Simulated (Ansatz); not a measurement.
`[SiH3][O][AlH][SiH3]` + PH₃ → `[SiH3][AlH][PH2]` + silanol  (ligand exchange at the Al–O bond)

Computed with Ansatz on PBE0-D4/def2-TZVP structures; ΔE is electronic, products minus reactants. CBS: MP2 limit from def2 TZ/QZ plus the TZ coupled-cluster correction, frozen cores. This one scheme is used for every species. Functionals use def2-TZVPP. B3LYP here is the variant with VWN-RPA as its local correlation; programs differ in this. Each species was taken in one conformer, which may not be the lowest.

`[SiH3][O][AlH][SiH3]`:

Z-matrix (Å, degrees):
```
Si
O 1 1.625
H 1 1.489 2 110.7
H 1 1.487 2 109.8 3 120.0
H 1 1.487 2 109.9 3 -120.1
Al 2 1.686 1 164.5 3 -3.5
Si 6 2.452 2 118.0 1 -3.0
H 6 1.583 2 116.8 1 177.7
H 7 1.491 6 111.5 2 140.2
H 7 1.490 6 112.2 2 18.8
H 7 1.492 6 110.3 2 -101.0
```

PH₃:

```xyz
4

P     0.236    0.356   -0.394
H    -1.096    0.496    0.078
H     0.763    0.190    0.914
H     0.097   -1.042   -0.598
```

`[SiH3][AlH][PH2]`:

Cartesian coordinates in Å:
```
Si -0.660 -0.157 1.637
Al 0.394 0.807 -0.360
P 1.335 -0.583 -1.967
H -0.524 -1.640 1.688
H -2.118 0.158 1.653
H -0.078 0.396 2.894
H 0.554 2.378 -0.539
H 0.268 -1.520 -1.940
H 0.829 0.161 -3.065
```

`O[SiH3]`:

Z-matrix (Å, degrees):
```
Si
O 1 1.648
H 1 1.489 2 111.7
H 1 1.489 2 111.7 3 120.9
H 1 1.481 2 105.9 3 -119.6
H 2 0.957 1 117.9 3 -60.5
```

```
             level  ΔE (kcal/mol)
            PBE-D4           22.6
          B3LYP-D4           28.2
           ωB97X-V           27.3
SCS-MP2/def2-TZVPP           29.2
```

**Question.** What does CCSD(T)/CBS give? (Estimate.)

**Answer.** The calculation gave: +26.8 kcal/mol. The listed levels differ from it by -4.2, 1.4, 0.5, 2.4 kcal/mol.

Largest T1 diagnostic among the species: 0.014.

From PBE to PBE0 (25 % exact exchange), in def2-TZVPP and without D4, ΔE moves by +1.0 kcal/mol. In def2-TZVPP, CCSD(T) changes the Hartree–Fock value by −4.1 kcal/mol (the triples alone add −0.8 kcal/mol) and MP2 by −3.8 kcal/mol.
